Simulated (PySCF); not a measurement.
# Mg⁺: excitation energy

Mg⁺ [Ne] 3s1 (2S) → Mg⁺ [Ne] 3p1 (2P), as a difference of total energies. All numbers are calculated (PySCF 2.14, the spin-free X2C one-electron Hamiltonian (Gaussian nucleus), in dyall-acv3z (20s13p7d4f, 122 functions)). Correlated levels: valence and next inner shell: 1s2 frozen; virtual orbitals above 40 to 60 times the deepest correlated orbital energy dropped. The calculations carry no spin-orbit coupling.

```
                                method  excitation energy (eV)  error (eV)
                                   UHF                   4.297      -0.133
                                   LDA                   4.223      -0.207
                                   PBE                   4.071      -0.359
                                  PBE0                   4.132      -0.298
                                r2SCAN                   4.047      -0.383
                               wB97M-V                   4.372      -0.058
                               wB97X-V                   4.254      -0.176
                             CAM-B3LYP                   4.365      -0.065
    MP2 (valence and next inner shell)                   4.429      -0.001
SCS-MP2 (valence and next inner shell)                   4.399      -0.031
```

Reference: 4.43 eV (measured; NIST levels, between the centres of gravity of the two terms).

Errors of the correlated levels include the incompleteness of this basis and the frozen core.
